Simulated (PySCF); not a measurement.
## Nb (niobium, neutral) across methods

[Kr] 4d4 5p1, one real determinant (an excited configuration). Computed with PySCF 2.14 in aug-cc-pVDZ-PP with ECP28MDF (5s5p4d2f, 54 functions), with scalar relativity through the core potential.

```
   method  E (hartree)  mean ε 4p β (eV)  mean ε 4d α (eV)  mean ε 5p α (eV)  Σ⟨r²⟩ (bohr²)   ⟨S²⟩
   r2SCAN     -56.5580           -34.565            -4.932            -2.211          64.92  8.751
      PBE     -56.5422           -34.000            -4.761            -2.166          65.73  8.750
     PBE0     -56.5267           -36.056            -5.983            -2.557          66.13  8.751
BHandHLYP     -56.4418           -38.086            -7.003            -2.716          67.91  8.751
     MN15     -56.4127           -36.835            -6.503            -2.761          67.13  8.751
     BLYP     -56.4919           -33.991            -4.514            -1.963          66.62  8.750
      LDA     -56.3833           -34.058            -4.843            -2.235          65.12  8.750
      UHF    -56.04904           -41.315            -9.314            -3.382          70.85  8.753
```

(1) Estimate the same row for r2SCANh.

⟨L²⟩ = 8.01 against 12 for a pure F term, so this real determinant mixes terms. Energies and moments cover only the electrons outside the core potential.

Answers

(1) E (hartree) = -56.5464; mean ε 4p β (eV) = -35.302; mean ε 4d α (eV) = -5.410; mean ε 5p α (eV) = -2.358; Σ⟨r²⟩ (bohr²) = 65.15; ⟨S²⟩ = 8.751.
